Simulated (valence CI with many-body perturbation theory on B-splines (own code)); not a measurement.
## Which ion has this spectrum?

A relativistic CI+MBPT calculation for an atom or ion with 16 electrons gives these levels (cm⁻¹):

```tsv
J	Parity	E	g
2	even	0	1.36
0	even	96597	
1	even	508086	1.50
2	even	561645	1.13
0	even	1109437	
2	odd	1185467	1.10
1	odd	1207031	1.21
3	odd	1225007	1.18
0	odd	1225171	
2	odd	1271959	1.34
4	odd	1328833	1.30
2	odd	1449152	1.38
3	odd	1450812	1.13
1	odd	1451284	1.28
```

The energies are calculated, and their last digits are not significant.

Problem. Which is it?
A. Sn34+
B. In33+
C. Te36+
D. Cs39+

Solution. C. Te36+, ground level (3s^2 3p1/2^2 3p3/2^2) J=2.
